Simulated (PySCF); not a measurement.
SnHI3, SMILES [I][SnH]([I])[I]. Atoms are numbered in the order given.

```xyz
5

Sn     0.0000     0.0000     0.6876
I     -2.2066     1.2740    -0.2314
I      0.0000    -2.5480    -0.2314
I      2.2066     1.2740    -0.2314
H      0.0000     0.0000     2.4038
```

Geometry: B3LYP-D3(BJ)/def2-SVP. The structure was generated by enumeration; whether it is a known compound was not checked. The def2 effective core potentials stand for the cores of I, Sn; spin–orbit coupling is left out.

These are M06-2X/def2-TZVP (PySCF) values and carry that method's errors.

Symmetry labels are those of the subgroup Cs that the program uses (full group C3v).

List the valence orbital energies around the gap with their symmetry. (Estimate from the structure and the level; the computed values follow.)


```json
[
 {"orbital": "HOMO−7", "symmetry": "A'", "energy (eV)": "-10.78"},
 {"orbital": "HOMO−6", "symmetry": "A\"", "energy (eV)": "-10.78"},
 {"orbital": "HOMO−5", "symmetry": "A'", "energy (eV)": "-9.38"},
 {"orbital": "HOMO−4", "symmetry": "A\"", "energy (eV)": "-9.38"},
 {"orbital": "HOMO−3", "symmetry": "A'", "energy (eV)": "-9.23"},
 {"orbital": "HOMO−2", "symmetry": "A'", "energy (eV)": "-9.08"},
 {"orbital": "HOMO−1", "symmetry": "A\"", "energy (eV)": "-9.08"},
 {"orbital": "HOMO", "symmetry": "A\"", "energy (eV)": "-8.95"},
 {"orbital": "LUMO", "symmetry": "A'", "energy (eV)": "-2.33"},
 {"orbital": "LUMO+1", "symmetry": "A\"", "energy (eV)": "-0.40"},
 {"orbital": "LUMO+2", "symmetry": "A'", "energy (eV)": "-0.40"},
 {"orbital": "LUMO+3", "symmetry": "A'", "energy (eV)": "1.12"}
]
```
